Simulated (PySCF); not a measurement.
# How methods differ on the ionisation energy of Tl⁶²⁺

Tl⁶²⁺ [Ar] 3d1 [3d3/2^1, M_J = 3/2] → Tl⁶³⁺ [Ar], as a difference of total energies. All numbers are calculated (PySCF 2.14, the two-component X2C-1e Hamiltonian, in an even-tempered Gaussian basis (15 s from 20 bohr⁻², ratio 2.8; 12 p from 26 bohr⁻², ratio 2.8; 8 d from 26 bohr⁻², ratio 2.8; 3 f from 79 bohr⁻², ratio 3)). Correlated levels: [Ne] frozen; the 72 highest virtual spinors dropped. "Screened" scales the spin-orbit matrix elements by Boettger's factors to mimic the two-electron term; Breit and QED terms are absent.

| method | ionisation energy (eV) |
| --- | --- |
| GHF (spin-free) | 6647.8 |
| GMP2 (spin-free) | 6647.3 |
| GHF (screened spin-orbit) | 6718.4 |
| GMP2 (screened spin-orbit) | 6718.0 |

Breit and QED terms and the two-electron picture change are absent.

The spin-free rows lack the spin-orbit shift.

For comparison: 6714 ± 15 eV (theoretical estimate listed by NIST; NIST Atomic Spectra Database, ionization energies).
